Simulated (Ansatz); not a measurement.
Consider the formal exchange of groups at the Si–N bond: `CN([SiH2]O)[SiH](O)F` + `NCF` → `N[C@@H](F)[Si@@H](O)F` + `CN[SiH2]O`.

Isolated molecules relaxed with PBE0-D4/def2-TZVP in Ansatz; ΔE leaves out vibrations. CBS: MP2 limit from def2 TZ/QZ plus the TZ coupled-cluster correction, frozen cores. Functionals use def2-TZVPP. One conformer a species, not always the lowest.

`CN([SiH2]O)[SiH](O)F`:

```xyz
15

C     1.035    1.493    0.490
N     0.208    0.325    0.159
Si   -1.398    0.400    0.823
O    -2.230   -0.962    0.479
Si    0.894   -0.931   -0.745
O    -0.344   -1.730   -1.476
F     1.869   -0.303   -1.841
H     1.437    1.434    1.507
H     1.869    1.594   -0.205
H     0.444    2.413    0.413
H    -2.038    1.627    0.272
H    -1.339    0.529    2.301
H    -1.989   -1.384   -0.354
H     1.740   -1.897   -0.011
H    -0.157   -2.608   -1.811
```

`NCF`:

```xyz
7

N    -0.872   -0.066    0.183
C     0.420    0.037   -0.352
F     1.433    0.091    0.621
H    -1.009   -0.915    0.713
H    -1.128    0.733    0.745
H     0.643   -0.833   -0.972
H     0.514    0.954   -0.938
```

`N[C@@H](F)[Si@@H](O)F`:

Z-matrix (Å, degrees):
```
C
F 1 1.431
Si 1 1.887 2 105.8
N 1 1.397 2 113.5 3 122.5
H 1 1.094 2 104.7 3 -118.0
O 3 1.632 1 105.1 2 85.9
F 3 1.595 1 109.0 2 -155.3
H 3 1.479 1 113.4 2 -36.9
H 4 1.010 1 114.5 2 62.6
H 4 1.010 1 114.0 2 -67.3
H 6 0.957 3 119.9 1 -164.0
```

`CN[SiH2]O`:

```xyz
11

C     1.543   -0.180   -0.252
N     0.371   -0.486    0.539
Si   -1.242   -0.190    0.074
O    -1.852    1.326    0.316
H     2.016    0.772    0.023
H     1.262   -0.115   -1.306
H     2.297   -0.968   -0.168
H     0.570   -0.642    1.514
H    -2.114   -1.047    0.907
H    -1.297   -0.496   -1.381
H    -1.555    2.026   -0.267
```

```tsv
level	ΔE (kJ/mol)
ωB97M-V	97.3
MP2/def2-TZVPP	106.7
```

What does CCSD(T)/CBS give? (Best estimate.)

Ansatz gave: +101.6 kJ/mol. The listed levels differ from it by -4.3, 5.1 kJ/mol.

Largest T1 diagnostic among the species: 0.012.

From PBE to PBE0 (25 % exact exchange), in def2-TZVPP and without D4, ΔE moves by +9.0 kJ/mol. The D4 term adds +8.5 kJ/mol with B3LYP and +4.7 kJ/mol with PBE0; it sums over pairs of atoms, weighted by their polarisabilities, and B3LYP, whose exchange is more repulsive, gets the larger term.

B3LYP here is the variant with VWN-RPA as its local correlation; programs differ in this.
